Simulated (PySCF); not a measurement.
B(F)(Me)(SMe) (C₂H₆BFS), SMILES S(C)B(C)F.

Coordinates come from a PBE0-D3(BJ)/def2-SVP optimisation. One conformer was computed; it need not be the lowest.

Computed with PBE0-D3(BJ)/def2-SVP (PySCF 2.14.0).

Frequencies are harmonic and unscaled.

Computed vibrational spectrum:
```
mode  ν (cm⁻¹)  IR (km/mol)  Raman (Å⁴/amu)  depolarisation  moving atoms (share of kinetic energy)
----  --------  -----------  --------------  --------------  --------------------------------------
1           32          0.7             0.1            0.75                                  H 98 %
2          119          0.2             0.3            0.75          C 30 %, S 28 %, F 23 %, H 19 %
3          137          0.0             0.0               –                                  H 97 %
4          207          0.5             1.4            0.60                          C 59 %, H 27 %
5          332          1.2             0.4            0.70          H 27 %, S 25 %, F 24 %, C 17 %
6          368          2.9             3.1            0.56           F 51 %, C 20 %, S 15 %, B 8 %
7          438          3.3             1.3            0.75                   B 55 %, H 35 %, F 8 %
8          602         10.0             9.5            0.12   C 33 %, S 26 %, H 20 %, F 12 %, B 9 %
9          749          1.0             9.3            0.31                  C 55 %, S 34 %, H 10 %
10         848         21.8             2.5            0.75                  H 51 %, B 28 %, C 19 %
11         862          1.9             2.3            0.23                  H 60 %, C 25 %, F 14 %
12         960          5.1             3.7            0.75                          H 83 %, C 15 %
13         979         12.2             4.3            0.61                          H 79 %, C 17 %
14        1118        223.4             0.3            0.51                          B 66 %, H 23 %
15        1282        183.4             3.6            0.65          H 45 %, B 32 %, F 12 %, C 10 %
16        1337          0.1             2.7            0.57                          H 85 %, C 14 %
17        1368        177.8             4.1            0.63          B 45 %, H 26 %, C 19 %, F 11 %
18        1430         10.6            17.0            0.71                                  H 93 %
19        1432          7.5            13.5            0.75                                  H 96 %
20        1453          9.5             9.0            0.75                                  H 96 %
21        1456          6.9            13.0            0.75                                  H 96 %
22        3058          0.3           162.1            0.04                                  H 97 %
23        3077         13.7           120.7            0.01                                  H 97 %
24        3138          1.3            92.8            0.75                           H 91 %, C 9 %
25        3190          5.4            38.2            0.73                           H 91 %, C 9 %
26        3194          2.3            50.5            0.75                          H 90 %, C 10 %
27        3195          1.9            83.3            0.72                          H 90 %, C 10 %
```
